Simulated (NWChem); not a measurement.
Two isomers of C$_{4}$H$_{5}$FO, each optimised at B3LYP/6-31G* with NWChem. Flexible species stand in one conformer each, which need not be the lowest. Pople sets run with spherical d functions.

A: C=COC(=C)F
B: FC=C1COC1

**Question.** Which is lower in energy, by how much, and how do their other properties compare?

**Answer.** A is lower by 12.2 kcal/mol in electronic energy; with zero-point energies, B − A = 13.6 kcal/mol.
```csv
,A,B
highest occupied level (eV),-6.58,-6.56
orbital gap (eV),6.88,6.83
dipole (D),0.94,1.47
highest harmonic frequency (cm⁻¹),3313,3220
zero-point energy (kcal/mol),51.5,52.9
```
